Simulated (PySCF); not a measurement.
C2H6Bi, SMILES [CH3][Bi+][CH3] (connectivity only; charge and spin as stated), charge +1, multiplicity 1. Atoms are numbered in the order given.

```xyz
9

Bi     0.0000     0.0000     0.2899
C      1.6395    -0.0062    -1.2517
H      1.6697     1.0139    -1.6764
H      2.6046    -0.2497    -0.7893
H      1.3802    -0.7111    -2.0566
C     -1.6395     0.0062    -1.2517
H     -1.3802     0.7111    -2.0566
H     -1.6697    -1.0139    -1.6764
H     -2.6046     0.2497    -0.7893
```
Charge +1, spin multiplicity 1.

Coordinates come from a B3LYP-D3(BJ)/def2-SVP optimisation. The multiplicity is an assumed one; other spin states were not compared. The isomer is the one that the SMILES or the coordinates give; other isomers of the formula were not compared. The def2 effective core potentials stand for the cores of Bi; spin–orbit coupling is left out.

Method: PySCF with C-PCM-M06-2X/def2-SVP.

The values are the electrostatic part of the solvation free energy, E(continuum) − E(gas) at the gas-phase geometry, in a cavity of scaled van der Waals radii (PySCF's table); cavitation and dispersion terms are not included. A continuum can't describe solvent molecules that bind to the metal. In vacuum the orbital gap is 5.70 eV.

| solvent | ε | ΔG(elec) (kcal/mol) | gap (eV) |
|---|---|---|---|
| water | 78.36 | -61.3 | 6.02 |
| cyclohexanone | 15.62 | ? | ? |
| toluene | 2.37 | -35.7 | 5.87 |

Question: Fill in the missing entries. (An estimate is asked for; the answer gives what the named calculation found.)

Answer: 
- cyclohexanone, ΔG(elec) (kcal/mol): -58.1
- cyclohexanone, gap (eV): 6.00
